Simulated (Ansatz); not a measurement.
Relaxation of C$_{2}$H$_{9}$AlClN (14 atoms, charge 0, multiplicity 1), to a largest force component of 0.03 eV/Å in at most 50 steps.

All numbers below come from RKS PBE-D4/6-31G* in Ansatz.

```xyz
14
Properties=species:S:1:pos:R:3:forces:R:3
Al -0.611 0.708 -0.658 -0.15 -0.32 1.40
N -0.613 0.216 1.145 -0.29 0.25 -1.52
C -0.144 -1.032 1.727 0.06 -0.02 -0.03
C 0.056 -0.367 -2.149 0.02 -0.01 0.04
Cl -1.428 2.656 -0.966 -0.01 -0.02 -0.02
H 1.365 1.298 0.572 -1.60 -0.93 1.08
H 1.906 1.607 0.249 1.90 1.06 -1.09
H -1.096 0.823 1.811 0.04 -0.03 0.01
H -0.958 -1.683 2.111 0.00 0.06 0.00
H 0.399 -1.619 0.962 -0.02 0.04 0.06
H 0.562 -0.845 2.560 0.03 -0.08 0.04
H -0.654 -1.173 -2.406 -0.01 0.00 0.01
H 0.194 0.255 -3.050 0.00 0.01 0.02
H 1.022 -0.842 -1.908 0.00 -0.01 0.00
```

Q: Where does it end, and by what steps?

A: It converged. The force dipped under the threshold on the way, but the program's further checks kept it going. After 22 steps the energy has fallen by 0.226 eV; H7 moved furthest, 1.27 Å.

| step | energy less start (eV) | largest force component (eV/Å) | accepted |
| --- | --- | --- | --- |
| 0 | 0.0000 | 1.896 | yes |
| 1 | -0.1633 | 0.789 | yes |
| 2 | -0.1942 | 0.231 | yes |
| 3 | -0.1929 | 0.212 | no |
| 4 | -0.2006 | 0.043 | yes |
| 5 | -0.2042 | 0.046 | yes |
| 6 | -0.2064 | 0.075 | yes |
| 7 | -0.2074 | 0.229 | yes |
| 8 | -0.2095 | 0.128 | yes |
| 9 | -0.2134 | 0.055 | yes |
| 10 | -0.2116 | 0.573 | no |
| 11 | -0.2160 | 0.029 | yes |
| 12 | -0.2171 | 0.211 | yes |
| 13 | -0.2194 | 0.140 | yes |
| 14 | -0.2205 | 0.108 | yes |
| 15 | -0.2219 | 0.096 | yes |
| 16 | -0.2233 | 0.056 | yes |
| 17 | -0.2239 | 0.086 | yes |
| 18 | -0.2245 | 0.068 | yes |
| 19 | -0.2252 | 0.030 | yes |
| 20 | -0.2256 | 0.016 | yes |
| 21 | -0.2256 | 0.076 | no |
| 22 | -0.2259 | 0.013 | yes |

```xyz
14
Properties=species:S:1:pos:R:3
Al -0.827 0.599 -0.793
N -0.593 0.239 0.944
C 0.041 -0.926 1.553
C -0.208 -0.546 -2.253
Cl -1.852 2.431 -1.179
H 1.651 1.573 1.205
H 2.331 1.814 1.425
H -0.945 0.899 1.641
H -0.655 -1.492 2.203
H 0.386 -1.617 0.765
H 0.927 -0.653 2.160
H -1.060 -0.930 -2.842
H 0.436 0.021 -2.946
H 0.367 -1.413 -1.884
```

Whether the end is a true minimum wasn't checked by a vibrational analysis.

The run took 22 s on 2 threads of AMD EPYC 9R45 96-Core Processor (Zen 5) (shared host), peak memory 0.18 GiB.
